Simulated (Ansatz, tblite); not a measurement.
Cost and result up the ladder for CrO2(NH2)2 (CrN₂O₂H₄) (9 atoms). Total charge 0; singlet. Geometry: B3LYP-D4/def2-SVP.

```xyz
9

Cr    0.434    0.354   -0.261
O     0.845    0.198   -1.749
O     1.188    1.457    0.529
N     0.767   -1.211    0.555
H     0.775   -2.101    0.065
H     1.001   -1.284    1.541
N    -1.313    0.767   -0.227
H    -1.739    1.317    0.513
H    -1.959    0.504   -0.966
```

Ansatz on 4 threads of Intel Xeon 6975P-C on a shared host; xTB runs through tblite on one thread. Times are rough, summed over both states, and most runs start from the orbitals of an earlier one. No level here is sound enough to serve as a yardstick. The other state is a triplet.

The xTB rows come from tblite.

xTB has no spin-polarisation term.

```tsv
level	functions	vertical triplet (eV)	remarks
GFN2-xTB	29	3.57	–
PBE0-D4/def2-TZVP	193	1.90	restricted SCF unstable in HF (singlet)
r2SCAN-D4/def2-TZVP (with forces)	193	2.29	restricted SCF unstable in HF (singlet)
PBE-D4/def2-TZVP	193	2.55	–
GFN1-xTB	33	2.42	–
```

Question: Estimate how long each takes.

Answer: GFN2-xTB 0.008 s; GFN1-xTB 0.01 s; PBE-D4/def2-TZVP 3.8 s; r2SCAN-D4/def2-TZVP (with forces) 5.4 s; PBE0-D4/def2-TZVP 9.4 s. On shared hardware such times vary by a factor of up to 3.
